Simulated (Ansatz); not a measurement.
Total energies of MgI2 from Ansatz at PBE0-D4/def2-TZVP, gas phase (1 Eh = 27.2114 eV = 2625.5 kJ/mol). The reference geometry is relaxed at r2SCAN-D4/def2-TZVP.

```xyz
3

Mg    0.000   -0.002    0.001
I     1.972    0.606    1.464
I    -1.972   -0.604   -1.465
```

```csv
state,geometry,energy (Eh)
charge 0 singlet,reference,-795.56569
charge 1 doublet,reference,-795.21478
charge 1 doublet,relaxed at r2SCAN-D4/def2-TZVP,-795.21571
free Mg atom (singlet),–,-199.96078
free I atom (doublet),–,-297.69312
```

In the def2 sets I takes a core potential; there is no spin–orbit coupling.

Q: Work out the vertical ionisation energy to the doublet.

A: E(charge 1 doublet) − E(charge 0 singlet) = -795.21478 − (-795.56569) = 0.35091 Eh = 9.55 eV. For comparison, −ε of the highest occupied level is 7.76 eV at this level, 1.79 eV less.

Q: How much does the charge 1 doublet relax, and what is the adiabatic ionisation energy?

A: Relaxation: -795.21478 − (-795.21571) = 0.00093 Eh = 0.03 eV. Adiabatic ionisation energy: 0.34998 Eh = 9.52 eV, without zero-point energy. 

Q: What is the binding energy per atom against free atoms?

A: Atoms: 1 × (-199.96078) + 2 × (-297.69312) = -795.34702 Eh. Binding: -795.34702 − (-795.56569) = 0.21867 Eh = 5.95 eV, or 1.98 eV for each of 3 atoms (no zero-point energy, no counterpoise term).
